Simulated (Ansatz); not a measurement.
Program: Ansatz. Geometries: PBE0-D4/def2-TZVP. ΔE: electronic, gas phase. CCSD(T)/CBS adds triple-zeta CCSD(T) − MP2 to the extrapolated MP2 energy (def2 sets, frozen cores). DFT in def2-TZVPP. For Ge outer-core shells are correlated without core-valence functions, which leaves a few kJ/mol of doubt a bond. Scalar relativity is left out up to krypton. Each species was taken in one conformer, which may not be the lowest.

`N[SiH2][SiH](O)S` + `[OH][GeH3]` → `N[SiH2][O][GeH3]` + `O[SiH2]S`  (cleavage of the Si–Si bond)

`N[SiH2][SiH](O)S`:

Cartesian coordinates in Å:
```
N 1.285 -1.050 0.999
Si 1.093 -0.563 -0.652
Si -0.966 0.555 -0.629
O -2.115 -0.420 0.042
S -0.558 2.298 0.558
H 1.301 -0.335 1.711
H 1.945 -1.779 1.224
H 2.186 0.282 -1.222
H 1.020 -1.806 -1.465
H -1.542 0.961 -1.933
H -1.831 -0.908 0.820
H -1.819 2.765 0.547
```

`[OH][GeH3]`:

Z-matrix (Å, degrees):
```
Ge
O 1 1.783
H 1 1.531 2 104.3
H 1 1.541 2 109.9 3 119.6
H 1 1.541 2 109.9 3 -119.6
H 2 0.959 1 112.7 3 180.0
```

`N[SiH2][O][GeH3]`:

Cartesian coordinates in Å:
```
N 0.583 -0.505 2.285
Si 0.121 -0.776 0.667
O -0.008 0.592 -0.224
Ge -0.443 0.958 -1.903
H -0.068 -0.115 2.947
H 1.530 -0.249 2.513
H 1.157 -1.649 0.054
H -1.202 -1.453 0.694
H -0.353 2.483 -2.031
H 0.556 0.256 -2.839
H -1.874 0.457 -2.165
```

`O[SiH2]S`:

```xyz
7

O     1.238   -0.735   -0.429
Si   -0.030   -0.235    0.485
S    -1.415    0.989   -0.580
H     1.036   -1.148   -1.271
H    -0.875   -1.361    0.955
H     0.589    0.495    1.611
H    -0.544    1.995   -0.772
```

| level | ΔE (kcal/mol) |
| --- | --- |
| PBE-D4 | -25.0 |
| r2SCAN-D4 | -30.4 |
| B2PLYP | -33.4 |
| r2SCAN | -30.7 |
| MP2/def2-TZVPP | -33.8 |
| SCS-MP2/def2-TZVPP | -34.8 |
| CCSD(T)/def2-TZVPP | -32.5 |
| CCSD/CBS(def2) | -33.1 |

**Question.** What does CCSD(T)/CBS give? (An estimate is asked.)

**Answer.** Ansatz gave: -32.1 kcal/mol. The listed levels differ from it by 7.1, 1.7, -1.3, 1.4, -1.7, -2.7, -0.4, -1.0 kcal/mol.

Largest T1 diagnostic among the species: 0.012.

In def2-TZVPP, CCSD(T) changes the Hartree–Fock value by +6.7 kcal/mol (the triples alone add +1.0 kcal/mol) and MP2 by +5.4 kcal/mol. The D4 term adds +1.5 kcal/mol with B3LYP and +0.9 kcal/mol with PBE0; it sums over pairs of atoms, weighted by their polarisabilities, and B3LYP, whose exchange is more repulsive, gets the larger term. From PBE to PBE0 (25 % exact exchange), in def2-TZVPP and without D4, ΔE moves by −2.3 kcal/mol.

B3LYP here is the variant with VWN-RPA as its local correlation; programs differ in this.
